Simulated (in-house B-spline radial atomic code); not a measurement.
RPA and G0W0 for As3+, [Ar] 3d10 4s2, as one setting changes: the highest l of the empty states. Start: Hartree-Fock. A dash marks a level of low quasi-particle weight. Computed with a B-spline radial code for spherical atoms: all electrons, scalar-relativistic (spin-free one-electron X2C), finite nucleus, each spin shell either full or empty, empty states to the listed l with an (l + 1/2)⁻⁴ tail; G0W0 by contour deformation at full frequency.

```
highest l of the empty states  RPA summed (Eh)  RPA extrapolated (Eh)  G0W0 level (eV)
                            4          -1.8462                -2.0997        4s -49.89
                            5                ?                      ?                ?
                            6           -2.015                -2.1106        4s -49.88
                            7          -2.0446                -2.1052        4s -49.88
                            8           -2.061                -2.0999        4s -49.88
                            9                ?                      ?                ?
                           10          -2.0769                -2.0956        4s -49.87
                           11           -2.081                -2.0946        4s -49.87
```

**Question.** What belongs in the row for 9?

**Answer.** RPA summed (Eh): -2.0708; RPA extrapolated (Eh): -2.0971; G0W0 level (eV): 4s -49.87.

**Question.** What belongs in the row for 5?

**Answer.** RPA summed (Eh): -1.9593; RPA extrapolated (Eh): -2.1169; G0W0 level (eV): 4s -49.89.
